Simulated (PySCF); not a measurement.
**RbHg: frontier orbitals**

PBE0 at R = 4.277 Å; Rb def2-SVP with ECP28, Hg def2-SVP with ECP60; scalar-relativistic core potentials (PySCF 2.14). State: ²Σ⁺ (doublet), unpaired electrons σ ↑. Only the outer orbitals are listed, counted within each symmetry, core potentials removing the inner ones.

| spin | orbital | occ. | ε (eV) | on Rb (%) | main shells (%) |
| --- | --- | --- | --- | --- | --- |
| α | 5σ | 1 | -11.73 | 0 | 100 Hg d |
| α | 3π | 1 | -11.73 | 0 | 100 Hg d |
| α | 3π | 1 | -11.73 | 0 | 100 Hg d |
| α | 1δ | 1 | -11.72 | 0 | 100 Hg d |
| α | 1δ | 1 | -11.72 | 0 | 100 Hg d |
| α | 6σ | 1 | -7.63 | 2 | 98 Hg s |
| α | 7σ | 1 | -2.84 | 92 | 91 Rb s |
| α | 4π | 0 | -0.75 | 72 | 68 Rb p, 28 Hg p |
| α | 4π | 0 | -0.75 | 72 | 68 Rb p, 28 Hg p |
| α | 8σ | 0 | -0.66 | 58 | 51 Rb p, 42 Hg p |
| β | 1δ | 1 | -11.72 | 0 | 100 Hg d |
| β | 1δ | 1 | -11.72 | 0 | 100 Hg d |
| β | 5σ | 1 | -11.71 | 0 | 100 Hg d |
| β | 3π | 1 | -11.71 | 0 | 100 Hg d |
| β | 3π | 1 | -11.71 | 0 | 100 Hg d |
| β | 6σ | 1 | -7.55 | 1 | 99 Hg s |
| β | 7σ | 0 | -1.29 | 81 | 81 Rb s, 19 Hg p |
| β | 4π | 0 | -0.42 | 39 | 61 Hg p, 26 Rb p, 13 Rb d |
| β | 4π | 0 | -0.42 | 39 | 61 Hg p, 26 Rb p, 13 Rb d |

**Question.** Which are the highest filled and the lowest empty level, where do they sit, and how wide is the gap?

**Answer.** Highest filled α 7σ at -2.84 eV (in %: 91 Rb s); lowest empty β 7σ at -1.29 eV (in %: 81 Rb s, 19 Hg p); the gap at PBE0 is 1.55 eV.

```
bond order (Mayer)                               : 0.18
⟨S²⟩                                             : 0.750
charge on Rb (Mulliken, basis-dependent)         : 0.06
charge on Rb (Löwdin, basis-dependent)           : -0.13
dipole moment (positive dipole means Rb(−)Hg(+)) : -0.28 D
polarisability along the bond                    : 476.2 bohr³
polarisability across the bond                   : 353.7 bohr³
```

Spin–orbit coupling is left out. The state was picked by a PBE0 search and need not be the measured ground state.
